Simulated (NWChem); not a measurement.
System: Si2N2H8; SMILES N[SiH2][SiH2]N

Input file for NWChem:

```
start job
memory heap 200 mb stack 900 mb global 1100 mb
geometry units angstroms noautosym nocenter noautoz
  Si    -0.568064    -1.228775    -0.209278
  N      0.998971    -1.747650     0.320800
  Si    -0.497405     1.073478     0.241493
  N      1.107563     1.559105    -0.264180
  H     -1.654010    -1.937503     0.539951
  H     -0.870988    -1.457552    -1.668654
  H      1.741425    -1.056632     0.266886
  H      1.344643    -2.687314     0.165091
  H     -1.641168     1.816265    -0.394794
  H     -0.572339     1.345131     1.710630
  H      1.336622     1.472630    -1.249975
  H      1.472444     2.438125     0.090707
end
basis spherical
  * library 6-31+g*
end
dft
  xc pbe0
  iterations 150
end
property
  response 1 0.0
end
task dft property
```

Excerpt of the output:

```
             Northwest Computational Chemistry Package (NWChem) 7.3.0
             --------------------------------------------------------

                             Geometry "geometry" -> ""
                             -------------------------

 Output coordinates in angstroms (scale by  1.889725989 to convert to a.u.)

  No.       Tag          Charge          X              Y              Z
 ---- ---------------- ---------- -------------- -------------- --------------
    1 Si                  14.0000    -0.56806400    -1.22877500    -0.20927800
    2 N                    7.0000     0.99897100    -1.74765000     0.32080000
    3 Si                  14.0000    -0.49740500     1.07347800     0.24149300
    4 N                    7.0000     1.10756300     1.55910500    -0.26418000
    5 H                    1.0000    -1.65401000    -1.93750300     0.53995100
    6 H                    1.0000    -0.87098800    -1.45755200    -1.66865400
    7 H                    1.0000     1.74142500    -1.05663200     0.26688600
    8 H                    1.0000     1.34464300    -2.68731400     0.16509100
    9 H                    1.0000    -1.64116800     1.81626500    -0.39479400
   10 H                    1.0000    -0.57233900     1.34513100     1.71063000
   11 H                    1.0000     1.33662200     1.47263000    -1.24997500
   12 H                    1.0000     1.47244400     2.43812500     0.09070700

 Effective nuclear repulsion energy (a.u.)     225.2075841735

                              NWChem Property Module
                              ----------------------

                                 NWChem DFT Module
                                 -----------------

 Summary of "ao basis" -> "ao basis" (spherical)
 ------------------------------------------------------------------------------
       Tag                 Description            Shells   Functions and Types
 ---------------- ------------------------------  ------  ---------------------
 Si                         6-31+g*                 10       22   5s4p1d
 N                          6-31+g*                  8       18   4s3p1d
 H                          6-31+g*                  2        2   2s

            General Information
            -------------------
          SCF calculation type: DFT
          Wavefunction type:  closed shell.
          No. of atoms     :    12
          No. of electrons :    50
           Alpha electrons :    25
            Beta electrons :    25
          Charge           :     0
          Spin multiplicity:     1
          Use of symmetry is: off; symmetry adaption is: off
          Maximum number of iterations: 150
          AO basis - number of functions:    96
                     number of shells:    52
          Convergence on energy requested:  1.00D-06
          Convergence on density requested:  1.00D-05
          Convergence on gradient requested:  5.00D-04

              XC Information
              --------------
                         PBE0 Method XC Functional
                     Hartree-Fock (Exact) Exchange  0.250
          PerdewBurkeErnzerhof Exchange Functional  0.750
            Perdew 1991 LDA Correlation Functional  1.000 local
           PerdewBurkeErnz. Correlation Functional  1.000 non-local

             Grid Information
             ----------------
          Grid used for XC integration:  medium
          Radial quadrature: Mura-Knowles
          Angular quadrature: Lebedev.
          Tag              B.-S. Rad. Rad. Pts. Rad. Cut. Ang. Pts.
          ---              ---------- --------- --------- ---------
          Si                  1.10       88          13.0       590
          N                   0.65       49          13.0       434
          H                   0.35       45          13.0       434
          Grid pruning is: on
          Number of quadrature shells:   634
          Spatial weights used:  Erf1

      Superposition of Atomic Density Guess
      -------------------------------------

 Sum of atomic energies:        -690.21270088

      Non-variational initial energy
      ------------------------------

 Total energy =    -691.978033
 1-e energy   =   -1400.047890
 2-e energy   =     482.862273
 HOMO         =      -0.298450
 LUMO         =      -0.006903

   convergence    iter        energy       DeltaE   RMS-Dens  Diis-err
 ---------------- ----- ----------------- --------- --------- ---------
 d= 0,ls=0.0,diis     1   -692.8597704961 -9.18D+02  1.11D-02  5.43D-01
 d= 0,ls=0.0,diis     2   -692.8492440286  1.05D-02  6.24D-03  6.35D-01
 d= 0,ls=0.0,diis     3   -692.9198208294 -7.06D-02  1.27D-03  3.12D-02
 d= 0,ls=0.0,diis     4   -692.9234143988 -3.59D-03  2.94D-04  3.24D-04
 d= 0,ls=0.0,diis     5   -692.9234639496 -4.96D-05  6.29D-05  1.71D-05
  Resetting Diis
 d= 0,ls=0.0,diis     6   -692.9234667666 -2.82D-06  1.26D-05  1.10D-06
 d= 0,ls=0.0,diis     7   -692.9234669124 -1.46D-07  5.74D-06  1.23D-07

         Total DFT energy =     -692.923466912420
      One electron energy =    -1404.793784930100
           Coulomb energy =      544.975304180863
    Exchange-Corr. energy =      -58.312570336712
 Nuclear repulsion energy =      225.207584173529

 Numeric. integr. density =       49.999963680292

                       DFT Final Molecular Orbital Analysis
                       ------------------------------------

 Vector   23  Occ=2.000000D+00  E=-3.034213D-01
              MO Center= -6.9D-02,  4.0D-01,  6.8D-02, r^2= 3.8D+00
   Bfn.  Coefficient  Atom+Function         Bfn.  Coefficient  Atom+Function
  ----- ------------  ---------------      ----- ------------  ---------------
    48     -0.329441   3 Si py                8      0.304890   1 Si py
    65      0.245371   4 N  px               50      0.214181   3 Si s
    92     -0.182951  10 H  s                69      0.181732   4 N  px
    72     -0.143803   4 N  s                49     -0.140553   3 Si pz
    67      0.134650   4 N  pz               91     -0.132885  10 H  s

 Vector   24  Occ=2.000000D+00  E=-2.712102D-01
              MO Center=  3.5D-01,  3.4D-01, -5.0D-02, r^2= 4.6D+00
   Bfn.  Coefficient  Atom+Function         Bfn.  Coefficient  Atom+Function
  ----- ------------  ---------------      ----- ------------  ---------------
    66      0.275611   4 N  py               27      0.265279   2 N  pz
    70      0.233558   4 N  py                8      0.222391   1 Si py
    65     -0.218912   4 N  px               31      0.212820   2 N  pz
    90     -0.211521   9 H  s                10      0.169111   1 Si s
    69     -0.168379   4 N  px               67     -0.160620   4 N  pz

 Vector   25  Occ=2.000000D+00  E=-2.605215D-01
              MO Center=  4.6D-01, -1.0D+00,  5.0D-03, r^2= 3.8D+00
   Bfn.  Coefficient  Atom+Function         Bfn.  Coefficient  Atom+Function
  ----- ------------  ---------------      ----- ------------  ---------------
    27      0.447524   2 N  pz               31      0.363654   2 N  pz
    84      0.228260   6 H  s                66     -0.155766   4 N  py
    83      0.150188   6 H  s                48      0.133318   3 Si py
    35      0.128744   2 N  pz               90      0.126224   9 H  s
    70     -0.122603   4 N  py                8     -0.120547   1 Si py

 Vector   26  Occ=0.000000D+00  E=-1.789396D-02
              MO Center=  3.0D-01,  6.2D-01, -2.4D-01, r^2= 1.0D+01
   Bfn.  Coefficient  Atom+Function         Bfn.  Coefficient  Atom+Function
  ----- ------------  ---------------      ----- ------------  ---------------
    72      1.390148   4 N  s                32      1.117000   2 N  s
    54     -0.924811   3 Si s                14     -0.800848   1 Si s
    51     -0.593052   3 Si px               55     -0.565608   3 Si px
    50     -0.528511   3 Si s                68      0.501635   4 N  s
    11     -0.492454   1 Si px               10     -0.465150   1 Si s

 Vector   27  Occ=0.000000D+00  E= 7.904739D-03
              MO Center= -3.8D-02, -7.1D-01, -1.9D-01, r^2= 1.3D+01
   Bfn.  Coefficient  Atom+Function         Bfn.  Coefficient  Atom+Function
  ----- ------------  ---------------      ----- ------------  ---------------
    32      1.157843   2 N  s                16      1.021935   1 Si py
    56      0.816694   3 Si py               72     -0.766874   4 N  s
    15     -0.734015   1 Si px               55      0.536464   3 Si px
    33     -0.411351   2 N  px               12      0.406239   1 Si py
    11     -0.381547   1 Si px               10     -0.371582   1 Si s

 Vector   28  Occ=0.000000D+00  E= 2.249447D-02
              MO Center= -1.8D+00, -5.5D-01, -6.5D-01, r^2= 1.0D+01
   Bfn.  Coefficient  Atom+Function         Bfn.  Coefficient  Atom+Function
  ----- ------------  ---------------      ----- ------------  ---------------
    54      1.468992   3 Si s                10     -1.084100   1 Si s
    50     -0.825425   3 Si s                14      0.707576   1 Si s
    56     -0.355996   3 Si py               16     -0.305559   1 Si py
    52     -0.304261   3 Si py               32     -0.300489   2 N  s
    17     -0.283349   1 Si pz               55     -0.274346   3 Si px

     Multipole analysis of the density
     ---------------------------------

     L   x y z        total         alpha         beta         nuclear
     -   - - -        -----         -----         ----         -------
     0   0 0 0     -0.000000    -25.000000    -25.000000     50.000000

     1   1 0 0      0.521480     -0.670707     -0.670707      1.862894
     1   0 1 0      0.297790      3.513385      3.513385     -6.728980
     1   0 0 1     -0.451886     -0.516197     -0.516197      0.580509

     2   2 0 0    -30.715050    -84.751588    -84.751588    138.788126
     2   1 1 0      0.541507     -5.071527     -5.071527     10.684561
     2   1 0 1     -1.585520     -0.000929     -0.000929     -1.583662
     2   0 2 0    -27.944368   -198.069150   -198.069150    368.193931
     2   0 1 1      0.256847     -1.740146     -1.740146      3.737138
     2   0 0 2    -32.969333    -35.171638    -35.171638     37.373942

 *** CALLING NEW AORESP DRIVER FOR CLOSED AND OPEN SHELLS ***
 Entering AOResponse driver routine

--------------------------------------------------------------------------------

          -----------------------------------------------
          Solving response equations for perturbing field
          -----------------------------------------------

 number of frequencies:     1
 frequency in a.u.:  0.0000000E+00
 Perturbing field: electric
 Using El. Dipole Length Gauge

 Setting up CPKS with frequency omega =      0.00000000 a.u.

 STATIC response

                                NWChem CPHF Module
                                ------------------

  scftype          =     RHF
  nclosed          =       25
  nopen            =        0
  variables        =     1775
  # of vectors     =        3
  tolerance        = 0.10D-03
  level shift      = 0.00D+00
  max iterations   =       50
  max subspace     =       30

 SCF residual:    7.3094278108699819E-004

Iterative solution of linear equations
  No. of variables     1775
  No. of equations        3
  Maximum subspace       30
        Iterations       50
       Convergence  1.0D-04

   iter   nsub   residual    time
   ----  ------  --------  ---------
     1      3    1.75D+00      13.4
     2      6    1.08D+00      16.0
     3      9    3.93D-01      18.7
     4     12    1.86D-02      21.4
     5     15    3.59D-03      24.0
     6     18    7.40D-04      26.7
     7     21    1.64D-04      29.4
     8     24    2.12D-05      32.2

 Electric Dipole Response Matrix (nonzero elements):

              1        2        3
    1   67.3421  -0.2725   1.5096
    2   -0.2725  76.6224   1.7327
    3    1.5096   1.7327  63.1089

 ------------------------------------------
 average:        69.02448 + I       0.00000

 DFT Linear Response polarizability / au
 Frequency  =       0.0000000 / au
              X              Y              Z
 -----------------------------------------------
 X      67.3421258     -0.2724809      1.5096089
 Y      -0.2724825     76.6224195      1.7327028
 Z       1.5096135      1.7327112     63.1089017
 -----------------------------------------------
 Eigenvalues =      67.8176212     76.8417588     62.4140671
 Isotropic   =      69.0244823
 Anisotropic =      12.6252078
 -----------------------------------------------

 Magnetic Dipole Response Matrix (nonzero elements):

 Exiting AOResponse driver routine
```

Level: PBE0/6-31+G* (spherical d). Coordinates come from a PBE0/def2-SVP optimisation.
